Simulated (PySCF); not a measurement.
dibromo(dichloro)methane (CBr2Cl2), SMILES ClC(Br)(Cl)Br. Coordinates come from a ωB97X-D3(BJ)/def2-SVP optimisation.

Level of theory: ωB97X-D3(BJ)/def2-SVP (PySCF).

Harmonic wavenumbers (cm⁻¹): 162, 182, 242, 253, 273, 405, 756, 803, 834. Rotational constants (GHz): 1.357, 0.9321, 0.8150; symmetry number 2.

### Question
Work out the zero-point energy and the ideal-gas rigid-rotor harmonic-oscillator thermochemistry at 298.15 K and 1 atm.

### Answer
ZPE = ½ Σ hcν = ½ × 3909 cm⁻¹ = 23.38 kJ/mol. H − E(el) = 41.67 kJ/mol. Entropy in J/(mol K): translation 177.24, rotation 120.27, vibration 48.06, total 345.57. G − E(el) = -61.36 kJ/mol. Cp = 85.30 J/(mol K).
